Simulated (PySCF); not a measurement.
CdBr2, SMILES [Br][Cd][Br]. Atoms are numbered in the order given.

```xyz
3

Cd     0.0000     0.0000     0.0000
Br     0.0000     0.0000    -2.4257
Br     0.0000     0.0000     2.4257
```
Charge 0, spin multiplicity 1.

The structure is a stationary point at B3LYP-D3(BJ)/def2-SVP. The structure was generated by enumeration; whether it is a known compound was not checked. The def2 effective core potentials stand for the cores of Cd; spin–orbit coupling is left out.

Calculation: PBE/def2-TZVPD run with PySCF.

Mulliken values depend strongly on the basis, most of all with diffuse functions as here. ESP charges are fitted to the potential on shells at 1.4 to 2.0 van der Waals radii. Atomic charges (e):

```tsv
atom	ESP fit	Mulliken
Cd1	0.54	0.56
Br2	-0.27	-0.28
Br3	-0.27	-0.28
```
